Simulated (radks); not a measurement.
Problem. The caesium anion Cs-, [Xe] 6s2, held by a Watson sphere: a shell of charge +1 at radius R that stands for the Madelung well of a crystal (potential energy -1/R inside, -1/r outside, in hartree with lengths in bohr). Calculated with a radial shooting solver on a logarithmic mesh with Libxc functionals: scalar-relativistic Kohn-Sham, LDA (Slater exchange, Perdew-Wang correlation), spin-polarised, spherical densities, finite nucleus; Fermi nuclear charge, rms radius of each element as measured or else 0.836 A^(1/3) + 0.57 fm. Response by self-consistent Sternheimer equations with the Hartree and adiabatic LDA kernel, the relativistic mass of each level held fixed and spin-orbit coupling left out. The sphere does not respond.

R (bohr)  e(5s) (eV)  e(5p) (eV)  e(6s) (eV)  <r> 6s (bohr)  sum of <r^2> (bohr^2)  X-ray form factor at sin(theta)/lambda = 0.3 1/angstrom  alpha (bohr^3)
3.13         -28.735     -15.519      -3.258          4.888                  105.6                                                   37.948           261.5
3.79         -27.787     -14.582      -3.183          5.018                  108.8                                                   37.950           284.9
4.56         -27.091     -13.869      -3.030          5.236                  113.8                                                   37.946           333.6
5.23         -26.706     -13.469      -2.868          5.445                  118.8                                                   37.941           390.1
6.16         -26.360     -13.107      -2.634          5.731                  126.0                                                   37.937           484.5
6.23         -26.339     -13.086      -2.616          5.752                  126.5                                                   37.936           492.3

Estimate the row for R = 6.39 bohr.

Solution. e(5s) (eV) -26.295; e(5p) (eV) -13.040; e(6s) (eV) -2.577; <r> 6s (bohr) 5.798; sum of <r^2> (bohr^2) 127.8; X-ray form factor at sin(theta)/lambda = 0.3 1/angstrom 37.936; alpha (bohr^3) 510.2.
